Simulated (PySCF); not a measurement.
Working out the ionisation energy of Ne²⁺

Ne²⁺ [He] 2s2 2p4 (3P) → Ne³⁺ [He] 2s2 2p3 (4S). Calculation: PySCF 2.14, in x2c-QZVPPall with one added diffuse shell each of s, p, d, f type (8s5p4d3f1g, 73 functions); scalar relativity by spin-free X2C-1e. Frozen: nothing. Energies in hartree (1 hartree = 27.21139 eV):

| part | Ne²⁺ (lower) | Ne³⁺ (upper) |
| --- | --- | --- |
| UHF | -126.520026 | -124.247729 |
| CCSD correlation | -0.194596 | -0.144136 |
| (T) | -0.001871 | -0.001153 |

**Question.** What does Hartree-Fock give?

**Answer.** (-124.247729) − (-126.520026) = 2.272297 hartree = 61.832 eV.

**Question.** What do CCSD and CCSD(T) give?

**Answer.** The CCSD correlation energies differ by 0.050460 hartree = 1.373 eV and the triples by 0.000718 hartree = 0.020 eV, so CCSD gives 63.205 eV and CCSD(T) 63.225 eV.

A first-order spin-orbit estimate adds 0.038 eV to CCSD(T) (valence and next inner shell), giving 63.263 eV against 63.423 eV (measured; NIST Atomic Spectra Database, ionization energies).

What remains against the reference includes basis incompleteness and higher excitations.
